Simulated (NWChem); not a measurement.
# Correlation energy of silicon monosulfide (SSi)

```xyz
2

Si     0.0000     0.0000     1.0345
S      0.0000     0.0000    -0.9052
```
Charge 0, spin multiplicity 1.

Program: NWChem. The geometry was optimised at PBE0/def2-SVP, a minimum by its harmonic frequencies.

Basis set: cc-pVTZ. Each correlation energy counts from its own Hartree-Fock reference.

The correlated methods keep 10 core orbitals frozen. No row is a measurement; the coupled-cluster row has its own basis-set and correlation limits.

Question: Order these methods by the correlation energy they give, lowest first: CCSD+T(CCSD), CR-CCSD[T], SCS-MP2, RI-MP2.

Answer: CCSD+T(CCSD) (-299.8 mHa), CR-CCSD[T] (-295.7 mHa), RI-MP2 (-259.8 mHa), SCS-MP2 (-257.9 mHa)
